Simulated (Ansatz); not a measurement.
`F[Si@@H](Cl)[Si@@H](F)Cl` + `O[SiH3]` → `F[SiH](Cl)O[SiH3]` + `F[SiH2]Cl` at 500 K and 1 bar (cleavage of the Si–Si bond).

Computed with Ansatz on PBE0-D4/def2-TZVP structures; ΔE is electronic, products minus reactants. CBS: MP2 limit from def2 TZ/QZ plus the TZ coupled-cluster correction, frozen cores. This one scheme is used for every species. Each species was taken in one conformer, which may not be the lowest.

| species | CCSD(T)/CBS energy (Eh) | H − E (kJ/mol) | S (J/(mol·K)) |
| --- | --- | --- | --- |
| `F[Si@@H](Cl)[Si@@H](F)Cl` | -1698.73389 | 124.1 | 460.6 |
| `O[SiH3]` | -366.69042 | 127.5 | 292.9 |
| `F[SiH](Cl)O[SiH3]` | -1215.52253 | 163.5 | 448.3 |
| `F[SiH2]Cl` | -849.96195 | 83.3 | 315.2 |

H − E and S are ideal-gas, rigid-rotor, harmonic terms from PBE0-D4/def2-TZVP, for one conformer and one mirror image of each species. 1 Eh = 2625.50 kJ/mol, R = 8.31446 J/(mol·K).

Problem. By hand: ΔE, ΔH, ΔS and ΔG.

Solution. ΔE = (-1215.52253) + (-849.96195) − (-1698.73389) − (-366.69042) = -0.06017 Eh = -158.0 kJ/mol. Δ(H − E) = 163.5 + 83.3 − 124.1 − 127.5 = -4.8, so ΔH = -162.8 kJ/mol. ΔS = 448.3 + 315.2 − 460.6 − 292.9 = 10.0 J/(mol·K). ΔG = -162.8 − 500 × (10.0)/1000 = -167.8 kJ/mol.

Problem. By hand: the equilibrium constant, and the temperature at which ΔG would vanish if ΔH and ΔS stayed fixed.

Solution. log₁₀ K = −ΔG/(RT ln 10) = 17.5. ΔH and −TΔS have one sign here, so there is no such temperature.

The number of gas molecules stays the same, so ΔS is small and ΔH decides. A doubt of 5 kJ/mol in ΔE shifts log₁₀ K by 0.5 here. Other conformers and mirror images would add mixing entropy, several J/(mol·K) or more a flexible species. Modes under 60 cm⁻¹, often nearly free rotors, make the harmonic entropy too high. These are equilibria of isolated gas molecules and say nothing of rates. Largest T1 diagnostic: 0.011 (customary marks: 0.02 for closed shells, 0.045 for open ones).

ΔS is within the doubt of such terms, so its sign, and with it that verdict, could turn.
